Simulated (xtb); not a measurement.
C5H9NO, charge -1, doublet, from a rough starting geometry (a state made from the parent by changing its charge; the spin is typed, not shown lowest); GFN2-xTB run with xtb.

xtb was given this input:
```
$ xtb mol.xyz --gfn 2 --chrg -1 --uhf 1 --opt vtight --json

# file mol.xyz
16

C      2.06273091    -0.37196948     0.21052164
N      0.68224134    -0.19798694     0.11808049
C      0.14157225     0.76348230    -0.82852872
C     -1.35565921     0.84236504    -0.39895387
C     -1.62544463    -0.48265750     0.28414132
C     -0.25627571    -0.86376258     0.84448660
O     -0.00401515    -1.64969091     1.68142741
H      2.53588686     0.60322755     0.43733135
H      2.53169875    -0.82388628    -0.55010332
H      2.18057016    -1.04184131     1.15673623
H      0.25275297     0.33754966    -1.85799617
H      0.65528089     1.72417221    -0.75150226
H     -1.49604891     1.72477317     0.16231246
H     -1.96406785     0.98093192    -1.27682865
H     -2.35924797    -0.40347492     1.12063111
H     -1.95593182    -1.19659128    -0.35811494
```

Output, abridged:

```
   ID    Z sym.   atoms
    1    6 C      1, 3-6
    2    7 N      2
    3    8 O      7
    4    1 H      8-16

           -------------------------------------------------
          |                Calculation Setup                |
           -------------------------------------------------

           -------------------------------------------------
          |                 G F N 2 - x T B                 |
           -------------------------------------------------

          ...................................................
          :                      SETUP                      :
          :.................................................:
          :  # basis functions                  37          :
          :  # atomic orbitals                  37          :
          :  # shells                           23          :
          :  # electrons                        41          :
          :  max. iterations                   250          :
          :  Hamiltonian                  GFN2-xTB          :
          :  restarted?                      false          :
          :  GBSA solvation                  false          :
          :  PC potential                    false          :
          :  electronic temp.          300.0000000     K    :
          :  accuracy                    1.0000000          :
          :  -> integral cutoff          0.2500000E+02      :
          :  -> integral neglect         0.1000000E-07      :
          :  -> SCF convergence          0.1000000E-05 Eh   :
          :  -> wf. convergence          0.1000000E-03 e    :
          :  Broyden damping             0.4000000          :
          :  net charge                         -1          :
          :  unpaired electrons                  1          :
          ...................................................

 iter      E             dE          RMSdq      gap      omega  full diag
   1    -22.5403066 -0.225403E+02  0.378E+00    5.50       0.0  T
   2    -22.6450746 -0.104768E+00  0.194E+00    3.15       1.0  T
   3    -22.6470623 -0.198765E-02  0.104E+00    3.29       1.0  T
   4    -22.6474294 -0.367167E-03  0.191E-01    3.11       1.0  T
   5    -22.6474971 -0.676822E-04  0.894E-02    3.19       1.0  T
   6    -22.6475048 -0.768881E-05  0.252E-02    3.21       1.0  T
   7    -22.6475065 -0.169824E-05  0.915E-03    3.21       2.7  T
   8    -22.6475067 -0.176579E-06  0.262E-03    3.21       9.5  T
[...]
 * total energy  :   -22.4067800 Eh     change       -0.6402088E-05 Eh
 * total energy  :   -22.4067847 Eh     change       -0.4689987E-05 Eh
 * total energy  :   -22.4067874 Eh     change       -0.2703020E-05 Eh
 * total energy  :   -22.4067897 Eh     change       -0.2339786E-05 Eh
 * total energy  :   -22.4067920 Eh     change       -0.2255528E-05 Eh
 * total energy  :   -22.4067937 Eh     change       -0.1767392E-05 Eh
 * total energy  :   -22.4067945 Eh     change       -0.7872025E-06 Eh
 * total energy  :   -22.4067949 Eh     change       -0.3980946E-06 Eh
 * total energy  :   -22.4067952 Eh     change       -0.2972362E-06 Eh
 * total energy  :   -22.4067954 Eh     change       -0.2180496E-06 Eh
 * total energy  :   -22.4067956 Eh     change       -0.1167490E-06 Eh
 * total energy  :   -22.4067956 Eh     change       -0.6224331E-07 Eh
   *** GEOMETRY OPTIMIZATION CONVERGED AFTER 30 ITERATIONS ***
         :: total energy             -22.406795617884 Eh    ::
[...]
 Mol. α(0) /au        :         74.854289

Wiberg/Mayer (AO) data.
largest (>0.10) Wiberg bond orders for each atom

 ---------------------------------------------------------------------------
     #   Z sym  total        # sym  WBO       # sym  WBO       # sym  WBO
 ---------------------------------------------------------------------------
     1   6 C    3.992 --     2 N    1.029     8 H    0.979    10 H    0.972
                             9 H    0.968
     2   7 N    3.130 --     1 C    1.029     3 C    1.026     6 C    0.905
     3   6 C    3.995 --     2 N    1.026     4 C    0.999    12 H    0.969
                            11 H    0.959
     4   6 C    3.994 --     5 C    1.007     3 C    0.999    13 H    0.982
                            14 H    0.979
     5   6 C    3.968 --     4 C    1.007    15 H    0.976    16 H    0.961
                             6 C    0.952
     6   6 C    3.434 --     7 O    1.499     5 C    0.952     2 N    0.905
     7   8 O    1.682 --     6 C    1.499
     8   1 H    0.999 --     1 C    0.979
     9   1 H    0.999 --     1 C    0.968
    10   1 H    0.997 --     1 C    0.972
    11   1 H    0.999 --     3 C    0.959
    12   1 H    0.999 --     3 C    0.969
    13   1 H    1.000 --     4 C    0.982
    14   1 H    1.000 --     4 C    0.979
    15   1 H    0.999 --     5 C    0.976
    16   1 H    0.999 --     5 C    0.961
 ---------------------------------------------------------------------------

Topologies differ in total number of bonds
Writing topology from bond orders to xtbtopo.mol

molecular dipole:
                 x           y           z       tot (Debye)
 q only:       -0.026       1.871      -1.828
   full:       -0.113       1.921      -2.504       8.027
molecular quadrupole (traceless):
                xx          xy          yy          xz          yz          zz
 q only:        4.637      -0.629      -2.990      -0.269       9.724      -1.647
  q+dip:        6.016      -0.292      -3.334      -0.658      11.556      -2.682
   full:        6.383      -0.530      -3.460      -0.730      11.085      -2.923

optimized geometry written to: xtbopt.xyz

           -------------------------------------------------
          | TOTAL ENERGY              -22.406795617884 Eh   |
          | GRADIENT NORM               0.000038660089 Eh/α |
          | HOMO-LUMO GAP               6.082649077013 eV   |
           -------------------------------------------------

normal termination of xtb
```
